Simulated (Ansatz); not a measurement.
```yaml
crystal:
  periodic: [false, false, false]
  atoms:
    - {symbol: F, position_ang: [0.566921, -1.065045, 1.835366]}
    - {symbol: Al, position_ang: [0.257769, -1.027924, 0.216060]}
    - {symbol: F, position_ang: [-1.290263, -1.333428, -0.267271]}
    - {symbol: F, position_ang: [1.470339, -1.431794, -0.825820]}
    - {symbol: Se, position_ang: [0.329153, 1.542773, -0.112107]}
    - {symbol: H, position_ang: [-0.967632, 1.758635, 0.545097]}
    - {symbol: H, position_ang: [-0.304986, 1.488784, -1.436926]}
basis:
  gaussian: {orbitals: def2-mTZVP, final_grid: {core_spheres: 1, valence_spheres: 1, degree: 3}}
hamiltonian: {xc: {name: PBE}}
```

```sh
$ ansatz run in.yaml --threads 4 --pin off --events-out ev --progress --plain --max-ram 10444MiB
```

Output, abridged:

```
Functional definition: PBE
1118 factors; their error is unknown
mean field evaluation 1: about -80111.2492 eV, gradient 7.3e1 eV
mean field evaluation 2: about -80076.3496 eV, gradient 1.7e2 eV
mean field evaluation 4: about -80118.4373 eV, gradient 5.8e0 eV
mean field evaluation 16: about -80147.5831 eV, gradient 2.1e1 eV
mean field evaluation 32: about -80164.8766 eV, gradient 8.0e1 eV
mean field evaluation 64: about -80161.2802 eV, gradient 1.1e2 eV
mean field evaluation 96: about -80161.8995 eV, gradient 5.9e1 eV
mean field evaluation 128: about -80172.8400 eV, gradient 3.1e1 eV
mean field evaluation 160: about -80177.2070 eV, gradient 1.4e-2 eV
mean field -80177.24644440 eV, -2946.4594607421 hartree, gradient 1.0e-5 eV, S^2 0.000000; 16 other end points of the search recorded, 0 dependent functions left out
reference -80177.24662773 eV, -2946.4594674795 hartree; 38, 38 occupied and 83, 83 virtual orbitals, 1118 factors
Total energy: -80177.24662773 eV, -2946.4594674795 hartree
```

(1) Something in this input is off. What?

Answers

(1) The integration grid is far too coarse. Self-consistency was reached. The result belongs to that input, not to the molecule as meant.
